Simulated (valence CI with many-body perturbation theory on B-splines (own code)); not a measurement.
## E1 transitions of Ho⁶¹⁺

Level of theory: configuration interaction combined with many-body perturbation theory (CI+MBPT): four valence electrons over a frozen Dirac-Fock core [He], radial functions for each j: 11 s, 11 p, 9 d, 7 f, 5 g, 2 h, 1 i, with the one-electron correlation potential Σ1, the two-electron term Σ2, the three-electron term Σ3, Breit, model QED; selected CI, second order for the rest (own B-spline code, finite nucleus).

No measured spectrum was set against this ion. As an estimate, large intervals hold to a few tenths of a per cent, small ones and those within an open d or f shell to about a per cent. Among the levels kept, up to 280 cm⁻¹ of a level comes from second order outside the variational space, and about a tenth of that is noise between levels of different J, which matters for small intervals.

Lines 51 to 100 of 247 in falling wavelength, among levels below 728.43 Ry, chosen from the strongest by gf and those to the six lowest levels. Wavelengths and rates use the calculated energies. Electric multipoles are in the length gauge, E1 and E2 with the static RPA response of the core. Weak lines are less certain than strong ones. Lines between different terms over intervals too small for the method are left out, as are lines whose strength nearly cancels. The highest levels of a list are the least certain.

Levels are named by their leading jj configuration (3d3/2^4 stands for four electrons in 3d with j = 3/2), which in mixed levels can hold well under half, so a name can repeat and another be missing. Letters in brackets count levels of one name in rising energy.

```
λ vac (nm)                           Upper                        Lower   A (s⁻¹)  log gf  Branch %
     3.420          (2s^2 2p1/2 3p3/2) J=1          (2s^2 2p1/2 3s) J=0  4.22e+11   -0.65      10.1
     3.406          (2s 2p1/2^2 3p3/2) J=2          (2s 2p1/2^2 3s) J=1  5.49e+11   -0.32       2.7
     3.387  (2s 2p1/2 2p3/2 3p3/2) J=2 [d]  (2s 2p1/2 2p3/2 3s) J=1 [b]  3.33e+11   -0.54       0.2
     3.379  (2s 2p1/2 2p3/2 3p3/2) J=2 [b]      (2s 2p1/2 2p3/2 3s) J=3  1.88e+11   -0.79       0.1
     3.377          (2s^2 2p3/2 3p3/2) J=2          (2s^2 2p3/2 3s) J=1  3.50e+11   -0.52       3.5
     3.366  (2s 2p1/2 2p3/2 3p3/2) J=1 [d]      (2s 2p1/2 2p3/2 3s) J=0  3.17e+11   -0.79       0.2
     3.327  (2s 2p1/2 2p3/2 3p3/2) J=1 [e]  (2s 2p1/2 2p3/2 3s) J=1 [b]  3.67e+11   -0.74       1.6
     3.317  (2s 2p1/2 2p3/2 3p3/2) J=2 [a]  (2s 2p1/2 2p3/2 3s) J=2 [a]  2.64e+11   -0.66       0.1
     3.316  (2s 2p1/2 2p3/2 3p3/2) J=3 [b]      (2s 2p1/2 2p3/2 3s) J=3  3.62e+11   -0.38       0.2
     3.305          (2s^2 2p3/2 3p3/2) J=2          (2s^2 2p3/2 3s) J=2  3.40e+11   -0.56       3.4
     1.102      (2s 2p1/2 2p3/2^2) J=2 [a]       (2s^2 2p1/2 2p3/2) J=1  1.10e+12   -1.00      97.7
     1.079          (2s 2p1/2 2p3/2^2) J=3       (2s^2 2p1/2 2p3/2) J=2  1.05e+12   -0.89      98.7
     1.051                (2s 2p3/2^3) J=2           (2s^2 2p3/2^2) J=2  3.69e+12   -0.51      99.1
     1.045           (2p1/2^2 2p3/2^2) J=2       (2s 2p1/2^2 2p3/2) J=1  3.25e+12   -0.58      45.4
     1.043             (2p1/2 2p3/2^3) J=1   (2s 2p1/2 2p3/2^2) J=1 [a]  4.76e+12   -0.63      41.9
     1.042  (2s 2p1/2 2p3/2 3p3/2) J=2 [c]       (2s^2 2p1/2 3p3/2) J=1  4.05e+12   -0.48       2.0
     1.039  (2s 2p1/2 2p3/2 3p3/2) J=3 [c]       (2s^2 2p1/2 3p3/2) J=2  4.21e+12   -0.32       2.7
     1.036             (2p1/2 2p3/2^3) J=2   (2s 2p1/2 2p3/2^2) J=2 [b]  6.58e+12   -0.28      60.5
     1.036  (2s 2p1/2 2p3/2 3d3/2) J=2 [c]       (2s^2 2p1/2 3d3/2) J=2  3.16e+12   -0.59       1.0
     1.035                   (2p3/2^4) J=0             (2s 2p3/2^3) J=1  1.49e+13   -0.62      98.9
     1.035  (2s 2p1/2 2p3/2 3d3/2) J=1 [d]       (2s^2 2p1/2 3d3/2) J=1  2.95e+12   -0.85       0.2
     1.034  (2s 2p1/2 2p3/2 3d3/2) J=2 [d]       (2s^2 2p1/2 3d3/2) J=1  3.77e+12   -0.52       0.3
     1.034     (2s 2p1/2 2p3/2 3s) J=1 [b]          (2s^2 2p1/2 3s) J=1  4.32e+12   -0.68       2.2
     1.033  (2s 2p1/2 2p3/2 3p1/2) J=1 [b]       (2s^2 2p1/2 3p1/2) J=1  5.03e+12   -0.62       1.5
     1.033  (2s 2p1/2 2p3/2 3d3/2) J=3 [c]       (2s^2 2p1/2 3d3/2) J=2  3.82e+12   -0.37       9.3
     1.031  (2s 2p1/2 2p3/2 3p1/2) J=2 [c]       (2s^2 2p1/2 3p1/2) J=1  4.40e+12   -0.46       1.9
     1.031  (2s 2p1/2 2p3/2 3p1/2) J=1 [c]       (2s^2 2p1/2 3p1/2) J=0  4.71e+12   -0.65       2.3
     1.027  (2s 2p1/2 2p3/2 3p3/2) J=1 [d]       (2s^2 2p1/2 3p3/2) J=1  3.05e+12   -0.84       1.7
     1.027     (2s 2p1/2 2p3/2 3s) J=2 [c]          (2s^2 2p1/2 3s) J=1  4.22e+12   -0.48       4.1
     1.026  (2s 2p1/2 2p3/2 3p3/2) J=2 [d]       (2s^2 2p1/2 3p3/2) J=2  3.95e+12   -0.51       2.4
     1.026     (2s 2p1/2 2p3/2 3s) J=1 [c]          (2s^2 2p1/2 3s) J=0  4.14e+12   -0.71       4.6
     1.024          (2p1/2^2 2p3/2 3s) J=2          (2s 2p1/2^2 3s) J=1  2.71e+12   -0.67       2.1
     1.024       (2p1/2^2 2p3/2 3p1/2) J=2       (2s 2p1/2^2 3p1/2) J=1  2.82e+12   -0.65       0.5
     1.022  (2s 2p1/2 2p3/2 3d3/2) J=1 [c]       (2s^2 2p1/2 3d3/2) J=2  3.37e+12   -0.80       0.7
     1.021  (2s 2p1/2 2p3/2 3p3/2) J=1 [e]       (2s^2 2p1/2 3p3/2) J=2  2.96e+12   -0.86      12.8
     1.017          (2s 2p1/2 2p3/2^2) J=0       (2s^2 2p1/2 2p3/2) J=1  3.94e+12   -1.21      99.9
     1.015      (2s 2p1/2 2p3/2^2) J=1 [a]       (2s^2 2p1/2 2p3/2) J=2  5.38e+11   -1.60       7.0
     1.010          (2s 2p1/2^2 2p3/2) J=1           (2s^2 2p1/2^2) J=0  4.92e+12   -0.65      99.0
     1.007      (2s 2p1/2 2p3/2^2) J=2 [b]       (2s^2 2p1/2 2p3/2) J=2  6.99e+12   -0.27      93.0
     1.004      (2s 2p1/2 2p3/2^2) J=1 [b]       (2s^2 2p1/2 2p3/2) J=2  4.61e+12   -0.68      98.6
     1.000      (2s 2p1/2 2p3/2^2) J=1 [a]       (2s^2 2p1/2 2p3/2) J=1  7.09e+12   -0.50      92.0
    0.9961           (2p1/2^2 2p3/2^2) J=0       (2s 2p1/2^2 2p3/2) J=1  8.00e+12   -0.92      98.0
    0.9925      (2s 2p1/2 2p3/2^2) J=2 [b]       (2s^2 2p1/2 2p3/2) J=1  5.04e+11   -1.43       6.7
    0.9880                (2s 2p3/2^3) J=1           (2s^2 2p3/2^2) J=2  7.11e+12   -0.51      74.6
    0.9803           (2p1/2^2 2p3/2^2) J=2       (2s 2p1/2^2 2p3/2) J=2  3.74e+12   -0.57      52.2
    0.9692             (2p1/2 2p3/2^3) J=2       (2s 2p1/2 2p3/2^2) J=3  2.02e+12   -0.85      18.6
    0.1709             (2s 2p1/2^2 3s) J=1       (2s 2p1/2^2 2p3/2) J=1  1.96e+13   -1.59      14.3
    0.1701             (2s 2p1/2^2 3s) J=0       (2s 2p1/2^2 2p3/2) J=1  1.28e+14   -1.26      99.9
    0.1693         (2s 2p1/2 2p3/2 3s) J=3       (2s 2p1/2 2p3/2^2) J=3  6.25e+13   -0.73      60.0
    0.1691             (2s 2p1/2^2 3s) J=1       (2s 2p1/2^2 2p3/2) J=2  1.17e+14   -0.82      85.7
```

How does gf follow from A for the line at 0.9880 nm?

gf = 1.4992 × (2J+1)_upper × A / σ², with σ = 10121776 cm⁻¹ and 2J+1 = 3: gf = 0.312.
